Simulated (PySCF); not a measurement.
Magnetic shielding above rings: a mixed set.

Probes without a nucleus sit at each ring's centroid and 1 Å off its mean plane on both sides; NICS is minus the shielding there, NICSzz its component along the normal. Level: GIAO PBE0/pcSseg-1 (PySCF, non-relativistic, gas phase) on the GFN2-xTB geometries, one conformer each. Atom numbers follow the mapped SMILES.

Question: Order these rings by mean NICS(1)zz, lowest (most negative) first (ppm).
A. ring C3–C4–C5–C7–C8–P11 in `[CH3:1][O:2][c:3]1[cH:4][c:5]([CH3:6])[cH:7][c:8]([CH:9]=[O:10])[p:11]1`
B. ring C3–N4–C5–C6–N7–N8 in `[N:1]#[C:2][c:3]1[n:4][cH:5][cH:6][n:7][n:8]1`
C. ring C3–C4–C5–C6–S8 in `[H]/[N:1]=[CH:2]/[c:3]1[cH:4][cH:5][c:6]([SH:7])[s:8]1`
D. ring C3–C4–C5–C6 in `[CH2:1]=[P:2][CH:3]1[CH2:4][CH2:5][CH2:6]1`
E. ring C3–C4–P5 in `[CH3:1][CH2:2][C:3]1=[CH:4][P:5]1[CH3:6]`
F. ring Si3–C5–S6–C7 in `[CH3:1][CH2:2][Si:3]1([PH2:4])[CH2:5][S:6][CH2:7]1`

Answer: B (-26.9), A (-24.0), C (-19.5), E (-16.6), D (5.1), F (7.4).

```csv
SMILES,ring,NICS(0),NICS(1),NICS(1)zz,HOMA,rms pucker (Å),ring atoms with four or more neighbours
N#Cc1nccnn1,6-membered ring with 3 N; formal bonds all aromatic,-4.1,-11.1,-26.9,0.98,0.00,0
COc1cc(C)cc(C=O)p1,6-membered ring with P; formal bonds all aromatic,-8.1,-10.4,-24.0,0.88,0.00,0
[H]/N=C/c1ccc(S)s1,5-membered ring with S; formal bonds all aromatic,-10.1,-9.2,-19.5,0.84,0.00,0
CCC1=CP1C,"3-membered ring with P; formal bonds 1 double, 2 single",-25.6,-7.5,-16.6,-1.10,0.00,0
C=PC1CCC1,4-membered carbocycle; formal bonds all single,1.4,0.2,5.1,–,0.06,4
CC[Si]1(P)CSC1,4-membered ring with S and Si; formal bonds all single,-1.9,0.3,7.4,–,0.03,3
```

NICS(0) gives another order. The isotropic NICS(1) gives the same order. Over the 4 rings with a HOMA value its correlation coefficient with NICS(1)zz is -0.78. HOMA uses Krygowski's 1993 parameters; it is left out where a ring has a four-coordinate atom, a triple bond, no multiple bond or a kind of bond without parameters. NICS(1) and NICS(1)zz are means over the two faces.
